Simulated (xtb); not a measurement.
methanethiol (CH4S), singlet, geometry from GFN2-xTB; GFN2-xTB run with xtb.

The xtb input:
```
$ xtb mol.xyz --gfn 2 --chrg 0 --uhf 0 --json

# file mol.xyz
6

C     -0.05927499     1.15601846     0.01107955
S     -0.04290118    -0.66526221    -0.00699584
H      1.28189339    -0.79710439     0.00234827
H     -1.10311348     1.45230554     0.00564055
H      0.42444570     1.51749985     0.91319673
H      0.43884321     1.53538357    -0.87572948
```

It wrote (shortened):

```
   ID    Z sym.   atoms
    1    6 C      1
    2   16 S      2
    3    1 H      3-6

           -------------------------------------------------
          |                Calculation Setup                |
           -------------------------------------------------

           -------------------------------------------------
          |                 G F N 2 - x T B                 |
           -------------------------------------------------

          ...................................................
          :                      SETUP                      :
          :.................................................:
          :  # basis functions                  18          :
          :  # atomic orbitals                  17          :
          :  # shells                            9          :
          :  # electrons                        14          :
          :  max. iterations                   250          :
          :  Hamiltonian                  GFN2-xTB          :
          :  restarted?                      false          :
          :  GBSA solvation                  false          :
          :  PC potential                    false          :
          :  electronic temp.          300.0000000     K    :
          :  accuracy                    1.0000000          :
          :  -> integral cutoff          0.2500000E+02      :
          :  -> integral neglect         0.1000000E-07      :
          :  -> SCF convergence          0.1000000E-05 Eh   :
          :  -> wf. convergence          0.1000000E-03 e    :
          :  Broyden damping             0.4000000          :
          :  net charge                          0          :
          :  unpaired electrons                  0          :
          ...................................................

 iter      E             dE          RMSdq      gap      omega  full diag
   1     -7.4652487 -0.746525E+01  0.524E+00    5.33       0.0  T
   2     -7.4797706 -0.145219E-01  0.300E+00    4.83       1.0  T
   3     -7.4804118 -0.641231E-03  0.930E-01    4.66       1.0  T
   4     -7.4809032 -0.491335E-03  0.421E-01    4.57       1.0  T
   5     -7.4809153 -0.121117E-04  0.695E-02    4.57       1.0  T
   6     -7.4809148  0.489193E-06  0.204E-02    4.57       2.0  T
   7     -7.4809157 -0.928350E-06  0.744E-03    4.57       5.5  T
   8     -7.4809157 -0.154718E-07  0.125E-03    4.57      32.6  T
   9     -7.4809157 -0.112548E-08  0.440E-04    4.57      92.7  T
[...]
         :: total energy              -7.411822536598 Eh    ::
[...]
        17                          0.5289717              14.3941
      -------------------------------------------------------------
                  HL-Gap            0.1679019 Eh            4.5688 eV
             Fermi-level           -0.2877520 Eh           -7.8301 eV

     #   Z          covCN         q      C6AA      α(0)
     1   6 C        3.744    -0.044    21.438     6.605
     2  16 S        1.892    -0.282   153.229    20.834
     3   1 H        0.923     0.159     1.334     1.806
     4   1 H        0.925     0.061     2.192     2.315
     5   1 H        0.925     0.053     2.278     2.360
     6   1 H        0.925     0.053     2.278     2.360

 Mol. C6AA /au·bohr⁶  :        511.567677
 Mol. C8AA /au·bohr⁸  :      17146.495491
 Mol. α(0) /au        :         36.281105

Wiberg/Mayer (AO) data.
largest (>0.10) Wiberg bond orders for each atom

 ---------------------------------------------------------------------------
     #   Z sym  total        # sym  WBO       # sym  WBO       # sym  WBO
 ---------------------------------------------------------------------------
     1   6 C    3.977 --     2 S    1.016     6 H    0.986     5 H    0.986
                             4 H    0.984
     2  16 S    2.010 --     1 C    1.016     3 H    0.965
     3   1 H    0.975 --     2 S    0.965
     4   1 H    0.996 --     1 C    0.984
     5   1 H    0.997 --     1 C    0.986
     6   1 H    0.997 --     1 C    0.986
 ---------------------------------------------------------------------------

Topologies differ in total number of bonds
Writing topology from bond orders to xtbtopo.mol

molecular dipole:
                 x           y           z       tot (Debye)
 q only:        0.373       0.493       0.008
   full:        0.497       0.775       0.012       2.341
molecular quadrupole (traceless):
                xx          xy          yy          xz          yz          zz
 q only:        0.587      -1.039       0.264       0.001       0.003      -0.851
  q+dip:        1.608      -1.319      -1.370       0.002      -0.022      -0.238
   full:        1.728      -1.481      -0.553       0.009      -0.006      -1.175

           -------------------------------------------------
          | TOTAL ENERGY               -7.411822536598 Eh   |
          | GRADIENT NORM               0.000039127465 Eh/α |
          | HOMO-LUMO GAP               4.568843158059 eV   |
           -------------------------------------------------

normal termination of xtb
```
